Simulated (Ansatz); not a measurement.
Ideal-gas functions of `N#[C][GaH2]` at 500 K and 1 bar, from an Ansatz frequency run at PBE0-D4/def2-TZVP.

Molar mass 97.76 g/mol, point group C2v (symmetry number 2), electronic degeneracy 1, moments of inertia 3.923, 137.551, 141.474 u Å². Harmonic wavenumbers (cm⁻¹, unscaled): 210, 222, 455, 538, 631, 738, 2039, 2048, 2310.

Use S(trans) = R[1.5 ln M + 2.5 ln T − 1.1517]; rotational temperatures θ = 24.2544 K / I; S(rot) = R[ln(√π/σ · √(T³/θAθBθC)) + 1.5]; for each mode x = 1.438777 ν̃/T, S = R[x/(eˣ − 1) − ln(1 − e⁻ˣ)] and H = RT x/(eˣ − 1); 1 cm⁻¹ = 0.0119627 kJ/mol; R = 8.31446 J/(mol·K).

Task: By hand: the entropy, in J/(mol·K).

Result: Translation 176.8. Rotation: θ = 6.1826, 0.1763, 0.1714 K, giving 95.9. Vibration, mode by mode: 12.63, 12.18, 6.64, 5.46, 4.41, 3.46, 0.16, 0.16, 0.08, in all 45.2. Electronic 0.0. Sum 317.9 J/(mol·K).

Task: By hand: H − E and G − E in kJ/mol, counted from the electronic energy.

Result: Zero-point energy ½ × 9191 × 0.0119627 = 55.0; thermal vibration 12.6; translation, rotation and pV give 4 RT = 16.6. H − E = 84.2 kJ/mol, and G − E = 84.2 − 500 × 317.9/1000 = -74.8 kJ/mol.

Vibration gives 14 % of the entropy.
